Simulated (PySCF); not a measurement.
HKO, SMILES [OH][K]. The structure is a stationary point at PBE-D3(BJ)/def2-TZVPD. The isomer is the one that the SMILES or the coordinates give; other isomers of the formula were not compared.

Computed equilibrium geometry at PBE-D3(BJ)/def2-TZVPD (PySCF confirms it by a frequency run) as bond lengths and angles, and its point group:
point group C∞v.
Atoms: K1 O2 H3. Bonded distances (Å): K1–O2 2.232, O2–H3 0.966. Angles (°): K1–O2–H3 180.0.
Charge 0, spin multiplicity 1.
